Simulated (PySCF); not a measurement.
Tl(2+) (thallium, charge +2) across methods

[Xe] 4f14 5d10 6s1, 2S determinant. Calculation: PySCF 2.14, in x2c-QZVPPall; the spin-free X2C one-electron Hamiltonian (Gaussian nucleus).

```csv
method,E (hartree),mean ε 5d α (eV),mean ε 5d β (eV),mean ε 6s α (eV),Σ⟨r²⟩ (bohr²),⟨S²⟩
PBE,-20248.84,-33.278,-32.921,-25.751,44.12,0.751
UHF,-20242.92489,-40.643,-40.259,-28.415,44.01,0.751
PBE0,-20248.57,-35.406,-35.038,-26.630,43.98,0.751
LDA,-20236.57,-33.527,-33.209,-26.131,44.12,0.750
r2SCAN,-20248.82,-33.787,-33.346,-26.053,43.89,0.752
```

Spin-orbit coupling, which splits the p, d and f shells strongly at this Z, is absent.
